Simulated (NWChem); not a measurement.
## Basis-set dependence for digermane (H6Ge2)

SMILES: [GeH3][GeH3]
```xyz
8

Ge     1.2179     0.0515     0.0000
Ge    -1.2179    -0.0515     0.0000
H      1.7278     0.8119     1.2527
H      1.7301     0.7891    -1.2654
H      1.8209    -1.3781     0.0133
H     -1.7278    -0.8119     1.2527
H     -1.7301    -0.7891    -1.2654
H     -1.8209     1.3781     0.0133
```
Charge 0, spin multiplicity 1.

Program: NWChem. Structure: optimised with PBE/def2-SVP, a minimum by its harmonic frequencies.

Hartree-Fock energies in Ha, correlation energies in mHa.

The Hamiltonian is non-relativistic. The correlated methods keep 18 core orbitals frozen. The Pople sets run with spherical d functions. Coupled-cluster values serve here as a point of comparison, not as the truth.

```csv
basis,functions,RHF,MP2,SCS-MP2,CCSD,CCSD+T(CCSD),CCSD(T),CR-CCSD[T],CR-CCSD(T)
6-31G*,76,-4153.62524,-497.2,-466.6,-508.9,-520.4,-519.1,-517.8,-516.8
def2-SVP,94,-4153.68931,-479.4,-461.4,-503.6,-518.8,-517.2,-515.3,-514.0
def2-TZVP,132,-4154.21814,-516.3,-499.5,not run,not run,not run,not run,not run
```

From def2-SVP to def2-TZVP the Hartree-Fock energy moves by -528.8 mHa and the MP2 correlation energy by -37.0 mHa, which is 7 % of its value in the larger set.
